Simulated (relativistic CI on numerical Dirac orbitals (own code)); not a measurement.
One change at a time: Mo3+

Base calculation: Dirac-Coulomb-Breit CI, separate exchange-only KLI orbitals for each configuration, model QED (radiative potential, 1s self-energy scaled to tabulated hydrogen-like ionisation energies), valence Slater integrals scaled by 0.85, P86 correlation energy added to each configuration.

Configurations in the expansion (outside the closed core [Ar] 3d10 4s2): 4p6.4d3, 4p6.4d2.5s, 4p6.4d2.5p, 4p6.4d2.4f, 4p6.4d.5s2, 4p6.4d2.6s, 4p6.4d2.5d, 4p6.4d.5s.5p, 4p5.4d4, 4p6.4d.4f2, 4p6.4d2.6p, 4p6.4d2.6d, 4p6.4d2.5f, 4p6.4d2.5g, 4p6.4d.5p2, 4p6.4d2.6f. Levels of other configurations are missing.

The lowest level and the first level of each name with at least 55 % of one term (blank where a level has no safe partner in the second run):

| Level | Base (cm⁻¹) | Shift (cm⁻¹) |
| --- | --- | --- |
| 4p6.4d3 4F_3/2 | 0.0 | 0.0 |
| 4p6.4d3 4F_5/2 | 708.8 | 0.0 |
| 4p6.4d3 4F_7/2 | 1612.2 | -0.1 |
| 4p6.4d3 4F_9/2 | 2650.3 | -0.3 |
| 4p6.4d3 4P_1/2 | 10997.0 | -5.6 |
| 4p6.4d3 4P_3/2 | 11022.2 | -8.9 |
| 4p6.4d3 2G_7/2 | 12090.6 | -6.0 |
| 4p6.4d3 4P_5/2 | 12180.5 | -3.4 |
| 4p6.4d3 2G_9/2 | 12780.6 | -4.5 |
| 4p6.4d3 2P_1/2 | 14894.4 | -51.0 |
| 4p6.4d3 2H_9/2 | 16367.7 | +2.7 |
| 4p6.4d3 2H_11/2 | 16737.6 | +4.4 |
| 4p6.4d3 2D_5/2 | 17536.2 | -27.5 |
| 4p6.4d3 2D_3/2 | 17605.5 | -38.7 |
| 4p6.4d3 2F_7/2 | 25913.4 | -32.6 |
| 4p6.4d3 2F_5/2 | 26218.3 | -35.9 |
| 4p6.4d2.5s 4F_3/2 | 65132.7 | -4238.4 |
| 4p6.4d2.5s 4F_5/2 | 65822.3 | -4238.3 |
| 4p6.4d2.5s 4F_7/2 | 66833.2 | -4238.4 |
| 4p6.4d2.5s 4F_9/2 | 68093.1 | -4238.6 |
| 4p6.4d2.5s 2F_5/2 | 73823.2 | -4225.5 |
| 4p6.4d2.5s 2F_7/2 | 75874.5 | -4228.6 |

For a near-neutral ion this model can misplace configurations by up to about 10,000 cm⁻¹ (more where the count of f electrons changes) and terms by 10 to 25 % of their spread. Rates follow the energies as ν³ (E1, M1) or ν⁵ (E2), so they and the lifetimes can be off by large factors. The fine structure of a lone outer electron comes out too small, for d and f at times inverted, and misplaced configurations move strength between like terms. 60 of the 64 excited levels that our extract of the measured tables holds in this range could be paired (the sources list more); they are missed by 2816 cm⁻¹ on average and 5366 at most, and levels without a partner can miss by more. Some levels of the ground configuration have no partner and can miss by 10 % or more.

(1) One thing was changed in a second run, which moved the levels as shown. Which?
A. configuration mixing switched off
B. no correlation estimate
C. QED terms removed
D. non-relativistic limit
E. Breit term removed
F. Slater integrals left unscaled

## Answers

(1) B. No correlation estimate. A correlation estimate moves all levels of a configuration together before mixing; mixed levels move by a weighted share.

LS names give the leading component of a level, which can be under half, so a name can repeat, a term be missing and a line seem to break the LS rules.
